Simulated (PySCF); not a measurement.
Compound: C6H12O3.
Cartesian coordinates in Å at the GFN2-xTB level; atoms count from 1:
```xyz
21
C6H12O3 angstrom
C      3.5233   -0.2142    0.1564
C      2.6966    1.0623    0.2067
O      1.4227    0.8881   -0.4171
C      0.4654    0.3377    0.3310
O      0.5750    0.0225    1.4836
O     -0.6220    0.2096   -0.4188
C     -1.8000   -0.3426    0.1983
C     -2.2958   -1.4829   -0.6813
C     -2.8371    0.7652    0.3412
H      3.6328   -0.5515   -0.8712
H      4.5067   -0.0270    0.5778
H      3.0352   -0.9940    0.7355
H      2.5464    1.3739    1.2453
H      3.1738    1.8649   -0.3589
H     -1.5141   -0.7198    1.1883
H     -3.1863   -1.9245   -0.2436
H     -1.5310   -2.2498   -0.7736
H     -2.5334   -1.1063   -1.6725
H     -2.4492    1.5634    0.9693
H     -3.0776    1.1738   -0.6372
H     -3.7404    0.3679    0.7952
```

Mayer bond orders were computed from the PBE0/pcSseg-1 density (PySCF). Isolated species at its GFN2-xTB geometry (one conformer only). GFN2-xTB frequencies show an imaginary mode (23i cm⁻¹), so this geometry is no minimum at that level.

Question: Rank these bonds by Mayer order, highest first.
A. C4–O5
B. C7–C9
C. O6–C7
D. C4–O6

Answer: A (1.87), D (1.12), B (1.05), C (0.80).

Q: Set the orders of all bonds between heavy atoms beside their lengths and the difference of the Hirshfeld charges at their ends.

A: 
| bond | Mayer order | length (Å) | q(first) − q(second) (e) |
| --- | --- | --- | --- |
| C4–O5 | 1.872 | 1.200 | +0.538 |
| C4–O6 | 1.120 | 1.327 | +0.367 |
| O3–C4 | 1.106 | 1.334 | -0.377 |
| C1–C2 | 1.067 | 1.522 | -0.136 |
| C7–C9 | 1.048 | 1.524 | +0.180 |
| C7–C8 | 1.047 | 1.523 | +0.180 |
| C2–O3 | 0.853 | 1.429 | +0.126 |
| O6–C7 | 0.802 | 1.440 | -0.161 |

For a closed shell the Mayer order of atoms A and B is Σ (PS)μν (PS)νμ over the basis functions μ on A and ν on B, with P the density and S the overlap matrix.
